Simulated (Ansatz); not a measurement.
C₆H₁₈ClN₃Sn, SMILES `C[N](C)[Sn]([Cl])([N](C)C)[N](C)C`, 29 atoms. Total charge 0; spin multiplicity 1. Correlated methods include outer-core shells of Sn, which these sets cover unevenly. Sn: def2 effective core potential. Hardware: A = 11 threads of an AMD EPYC 7R13 on a shared host and a whole NVIDIA H100 80 GB; B = 11 threads of an AMD EPYC 7R13 on a shared host. Correlated methods freeze the cores.

Task: Give the basis size and wall time and peak host memory of each of these runs in Ansatz. RKS ωB97M-V/def2-QZVPP energy [A]; direct RPA on PBE orbitals/def2-TZVPP energy [A]; RHF-CCSD(T)/def2-SVP energy [A]; RKS PBE0-D4/def2-TZVP relaxation (23 steps) [A]; RKS r2SCAN-D4/def2-TZVPP energy and forces [A]; RKS PBE0-D4/def2-SVP energy [B]; RHF-MP2/def2-QZVPP energy [A]; RKS ωB97M-V/def2-SVP energy [B]; RKS B2PLYP (frozen core)/def2-TZVPP energy [A]; RKS BHLYP-D4/def2-TZVPP energy [A]; RKS PBE0-D4/def2-QZVPP energy [A]; RKS PBE-D4/def2-TZVPP energy and forces [A]. (Estimate.)

Result: The calculation gave: Other jobs shared the machine, so times are rough.

```
                                level                        job  functions  wall time  peak host memory (GiB)
              RKS BHLYP-D4/def2-TZVPP                 energy [A]        623      2.4 s                     1.9
                RKS PBE-D4/def2-TZVPP      energy and forces [A]        623      2.8 s                     1.2
             RKS r2SCAN-D4/def2-TZVPP      energy and forces [A]        623      3.3 s                     1.3
                 RKS PBE0-D4/def2-SVP                 energy [B]        260      3.6 s                     1.9
  RKS B2PLYP (frozen core)/def2-TZVPP                 energy [A]        623      3.8 s                       4
               RKS PBE0-D4/def2-QZVPP                 energy [A]       1205      5.5 s                     1.9
direct RPA on PBE orbitals/def2-TZVPP                 energy [A]        623      5.5 s                       4
                 RHF-CCSD(T)/def2-SVP                 energy [A]        260      6.5 s                     1.9
                   RHF-MP2/def2-QZVPP                 energy [A]       1205        8 s                     2.1
               RKS ωB97M-V/def2-QZVPP                 energy [A]       1205        8 s                     2.1
                 RKS ωB97M-V/def2-SVP                 energy [B]        260        9 s                     2.2
                RKS PBE0-D4/def2-TZVP  relaxation (23 steps) [A]        474       37 s                     1.4
```
